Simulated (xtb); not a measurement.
InBr₂, SMILES [Br][In+][Br], charge +1. All values are semi-empirical tight-binding results from xtb (GFN2-xTB unless named), good for trends rather than for accurate numbers. The structure is a stationary point at GFN2-xTB. The spin state was assumed, not searched. The isomer is the one that the SMILES or the coordinates give; other isomers of the formula were not compared.

For metal compounds this method's bond lengths and energies can be far off.

```json
{
  "point_group_as_xtb_finds_it": "D∞h",
  "orbital_gap": "1.45 eV",
  "zero_point_energy": "0.7 kcal/mol",
  "G − E(el) at 298.15 K (modified RRHO)": "-17.7 kcal/mol"
}
```
